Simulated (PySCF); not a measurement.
Rb₃O⁺ (singlet). Method: PBE/[O def2-TZVP, Rb def2-TZVP with ECP28], scalar-relativistic core potentials, density fitting, no spin–orbit coupling, PySCF.

Harmonic bands of its minimum:

```json
{"ω (cm⁻¹)": "59", "IR (km/mol, summed over degenerate members)": "3.4", "degeneracy": "2"}
{"ω (cm⁻¹)": "128", "IR (km/mol, summed over degenerate members)": "0.0", "degeneracy": "1"}
{"ω (cm⁻¹)": "140", "IR (km/mol, summed over degenerate members)": "71.4", "degeneracy": "1"}
{"ω (cm⁻¹)": "352", "IR (km/mol, summed over degenerate members)": "280", "degeneracy": "2"}
```

The central atom is O. Infer the point group and assign the bands.

D3h. The modes span 2e' + a1' + a2'': 59 e', 128 a1', 140 a2'', 352 e'. The computed geometry has O–Rb 2.538 Å (×3), Rb–Rb 4.397 Å (×3); O–Rb–Rb 30.0° (×6), Rb–O–Rb 120.0° (×3), Rb–Rb–Rb 60.0° (×3).

Other isomers or separated fragments may lie lower.
